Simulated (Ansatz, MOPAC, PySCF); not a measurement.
Complex: N2 (SMILES N#N) (first 2 atoms) with CH3F (SMILES CF); geometry from B3LYP-D3(BJ)/def2-TZVP, rigid monomers moved along the line of their centres of mass till N1···F4 is 2.83 Å.
(charge 0, multiplicity 1):
```tsv
atom	x (Å)	y (Å)	z (Å)
N	-0.4320	0.0213	-0.0446
N	0.4995	0.0534	-0.6109
C	-0.4095	-0.5196	3.1227
F	0.8076	-0.4933	2.4503
H	-1.2093	-0.3354	2.4049
H	-0.5341	-1.5006	3.5829
H	-0.4035	0.2571	3.8884
```

Interaction energies are E(AB) − E(A) − E(B) at the monomers' geometry in the complex; basis-set methods are counterpoise corrected. Rows marked so take none.

Rows in 6-31G* carry no dispersion term and start afresh at each structure (6-31G* with six Cartesian d functions). The state reached by PM3 isn't checked.

Programs: Ansatz (an electronic-structure program) with Gaussian orbitals; MOPAC for PM3 (differences of heats of formation); PySCF for 6-31G* rows, the dispersion terms. 

Question: Give the interaction energy at the level PM3.

Answer: 1.5 kcal/mol

Question: What interaction energy does PBE0-D3(BJ)/def2-TZVPPD give?

Answer: -0.3 kcal/mol

Question: Predict the interaction energy from M06-2X/6-31G* (no counterpoise).

Answer: -1.8 kcal/mol
